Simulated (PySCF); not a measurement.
C₃H₇Br. Atoms are numbered in the order given.

```xyz
11

C      1.5613    -0.1261    -1.2727
C      0.9300     0.4098     0.0000
C      1.5613    -0.1261     1.2727
Br    -1.0185    -0.0252     0.0000
H      1.4981    -1.2245    -1.3110
H      2.6275     0.1585    -1.2990
H      1.0730     0.2810    -2.1692
H      0.9348     1.5083     0.0000
H      1.4981    -1.2245     1.3110
H      2.6275     0.1585     1.2990
H      1.0730     0.2810     2.1692
```

Coordinates come from a B3LYP-D3(BJ)/def2-SVP optimisation.

All values below come from r2SCAN/def2-TZVP in PySCF.

Symmetry labels are those of the subgroup Cs that the program uses (full group Cs).

**Question.** List the valence orbital energies around the gap with their symmetry. (The exact figures need the calculation; the answer reports its results.)

**Answer.** 
```
orbital  symmetry  energy (eV)
-------  --------  -----------
HOMO−7         A'       -11.52
HOMO−6         A"       -10.84
HOMO−5         A"       -10.10
HOMO−4         A'        -9.19
HOMO−3         A"        -9.17
HOMO−2         A'        -8.58
HOMO−1         A'        -6.79
HOMO           A"        -6.79
LUMO           A'        -0.82
LUMO+1         A'         1.10
LUMO+2         A'         2.23
LUMO+3         A"         2.39
```
